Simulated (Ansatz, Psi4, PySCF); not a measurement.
C7H13O (SMILES CC[CH]CCC(C)=O), doublet, at a GFN2-xTB geometry. Base run: R2SCAN/STO-3G run with PySCF.

Geometry (Å):
```xyz
21

C      3.7700    -0.0378    -0.2573
C      2.6957     0.7542     0.5160
C      1.4970    -0.0650     0.7923
C      0.3565    -0.1470    -0.1408
C     -0.9933     0.0371     0.5758
C     -2.1677    -0.2282    -0.3401
C     -3.4652     0.3908     0.1209
O     -2.0793    -0.8778    -1.3502
H      4.6416     0.5869    -0.4379
H      3.3728    -0.3715    -1.2125
H      4.0772    -0.9105     0.3134
H      3.1412     1.0980     1.4541
H      2.4231     1.6296    -0.0793
H      1.5176    -0.7432     1.6299
H      0.3155    -1.1285    -0.6351
H      0.4522     0.6065    -0.9252
H     -1.0707     1.0383     1.0026
H     -1.0613    -0.6779     1.4010
H     -4.3004    -0.0270    -0.4350
H     -3.4244     1.4635    -0.0615
H     -3.6081     0.2333     1.1868
```
Charge 0, spin multiplicity 2.
Orbitals are unrestricted.
All else is at PySCF's defaults.

The same geometry, method and basis name were run in Ansatz (an electronic-structure program) and Psi4 and PySCF, at each program's defaults and at the settings that a row names. The base is PySCF at its defaults. Differences at the defaults can come from grids, fitting, cores and function types together.

```json
[
 {"code and settings": "PySCF, defaults (exact integrals, its default grid, spherical functions)", "ΔE vs base (mEh)": "0.000", "basis functions": "53", "E (Eh)": "-345.21511", "SCF cycles": "11", "dipole (D)": "1.59"},
 {"code and settings": "Psi4, defaults (density fitting with its default set, its default grid, spherical functions)", "ΔE vs base (mEh)": "-2.798", "basis functions": "53", "E (Eh)": "-345.21791", "SCF cycles": "9", "dipole (D)": "1.59"},
 {"code and settings": "Ansatz, defaults (factorised integrals, its default grid, spherical functions)", "ΔE vs base (mEh)": "-0.130", "basis functions": "53", "E (Eh)": "-345.21524", "SCF cycles": "-", "dipole (D)": "-"},
 {"code and settings": "PySCF, density fitting with def2-universal-jkfit", "ΔE vs base (mEh)": "-2.625", "basis functions": "53", "E (Eh)": "-345.21774", "SCF cycles": "11", "dipole (D)": "1.59"},
 {"code and settings": "PySCF, fine grid", "ΔE vs base (mEh)": "-0.082", "basis functions": "53", "E (Eh)": "-345.21520", "SCF cycles": "11", "dipole (D)": "1.59"},
 {"code and settings": "Psi4, exact integrals, spherical functions, fine grid", "ΔE vs base (mEh)": "-0.100", "basis functions": "53", "E (Eh)": "-345.21521", "SCF cycles": "14", "dipole (D)": "1.59"},
 {"code and settings": "Ansatz, high accuracy", "ΔE vs base (mEh)": "-0.120", "basis functions": "53", "E (Eh)": "-345.21523", "SCF cycles": "-", "dipole (D)": "-"}
]
```

Open shells are given as the SCF converged; they aren't shown to be the lowest states, and a large step between rows can be another state.
